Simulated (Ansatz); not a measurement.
`O[Si@H](Cl)C[Si@H](O)Cl`. Charge 0, multiplicity 1. The geometry is a stationary point of PBE0-D4/def2-TZVP. It is one conformer, not always the lowest.

```xyz
13

O    -1.890   -0.449    0.335
Si   -0.758    0.330    1.249
Cl   -0.973    2.363    1.033
C     0.868   -0.223    0.582
Si    1.090    0.009   -1.261
O    -0.283   -0.345   -2.063
Cl    2.587   -1.254   -1.886
H    -2.818   -0.292    0.520
H    -0.973    0.047    2.686
H     1.677    0.296    1.106
H     0.970   -1.292    0.803
H     1.546    1.372   -1.596
H    -1.044   -0.562   -1.509
```

(1) What is the dipole moment at ωB97M-V/def2-TZVPP? (Estimate.)

(2) And with PBE, r2SCAN, B3LYP? (Best estimate.)

(3) Give the Mulliken charges with ωB97M-V, r2SCAN, PBE in def2-TZVPP. (An estimate is asked.)

## Answers

(1) Ansatz gave: 3.69 D, with components (-2.16, -0.35, 2.97) D in this frame, pointing from negative to positive charge.

(2) Computed: PBE 3.55 D, r2SCAN 3.64 D, B3LYP 3.68 D.

(3) The calculation gave: 
| atom | ωB97M-V | r2SCAN | PBE |
| --- | --- | --- | --- |
| O1 | -0.40 | -0.44 | -0.37 |
| Si2 | 0.51 | 0.61 | 0.47 |
| Cl3 | -0.21 | -0.25 | -0.22 |
| C4 | -0.45 | -0.35 | -0.31 |
| Si5 | 0.56 | 0.65 | 0.52 |
| O6 | -0.39 | -0.41 | -0.35 |
| Cl7 | -0.23 | -0.27 | -0.23 |
| H8 | 0.19 | 0.21 | 0.20 |
| H9 | -0.02 | -0.08 | -0.07 |
| H10 | 0.13 | 0.09 | 0.11 |
| H11 | 0.14 | 0.10 | 0.12 |
| H12 | -0.04 | -0.09 | -0.08 |
| H13 | 0.20 | 0.21 | 0.20 |

B3LYP here is the variant with VWN-RPA as its local correlation; programs differ in this.
